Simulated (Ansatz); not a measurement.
Reaction (hydrogenolysis of a B–F bond): `CCOB(C)F` + H₂ → `CBOCC` + H–F

Program: Ansatz. Geometries: PBE0-D4/def2-TZVP. ΔE: electronic, gas phase. CBS: MP2 limit from def2 TZ/QZ plus the TZ coupled-cluster correction, frozen cores. This one scheme is used for every species. DFT in def2-TZVPP. B3LYP here is the variant with VWN-RPA as its local correlation; programs differ in this. Each species was taken in one conformer, which may not be the lowest.

`CCOB(C)F`:

```xyz
14

C     1.240   -1.080   -1.404
C     0.025   -1.335   -0.545
O    -0.643   -0.116   -0.236
B    -0.390    0.580    0.890
C    -1.119    1.924    1.203
F     0.512    0.100    1.763
H     1.704   -2.026   -1.691
H     0.963   -0.543   -2.314
H     1.981   -0.487   -0.863
H     0.304   -1.854    0.375
H    -0.702   -1.953   -1.077
H    -0.392    2.731    1.331
H    -1.662    1.850    2.150
H    -1.821    2.208    0.419
```

H₂:

```xyz
2

H    -0.140   -0.334    0.088
H     0.140    0.334   -0.088
```

`CBOCC`:

```xyz
14

C    -2.426    0.428   -0.617
B    -1.076   -0.332   -0.430
O     0.082    0.357   -0.415
C     1.337   -0.276   -0.231
C     1.952    0.147    1.081
H    -3.093    0.229    0.229
H    -2.955    0.049   -1.499
H    -2.304    1.508   -0.720
H    -1.032   -1.532   -0.299
H     1.212   -1.363   -0.273
H     1.976    0.025   -1.067
H     2.944   -0.295    1.194
H     2.051    1.233    1.127
H     1.333   -0.178    1.921
```

H–F:

Z-matrix (Å, degrees):
```
F
H 1 0.920
```

```tsv
level	ΔE (kJ/mol)	difference from CCSD(T)/CBS
PBE-D4	128.4	1.7
r2SCAN-D4	140.5	13.8
PBE0-D4	127.7	1.0
B3LYP-D4	133.9	7.2
ωB97X-V	133.1	6.4
B2PLYP	131.8	5.1
PBE0	126.0	-0.7
MP2/def2-TZVPP	130.2	3.5
CCSD/def2-TZVPP	128.4	1.7
CCSD(T)/def2-TZVPP	129.6	2.9
HF/def2-QZVPP	132.4	5.7
MP2/def2-QZVPP	128.4	1.7
SCS-MP2/def2-QZVPP	127.8	1.1
HF/CBS(def2)	132.4	5.7
MP2/CBS(def2)	127.3	0.6
CCSD/CBS(def2)	125.5	-1.2
CCSD(T)/CBS	126.7	0
```

Largest T1 diagnostic among the species: 0.012.

The D4 term adds +3.1 kJ/mol with B3LYP and +1.7 kJ/mol with PBE0; it sums over pairs of atoms, weighted by their polarisabilities, and B3LYP, whose exchange is more repulsive, gets the larger term.
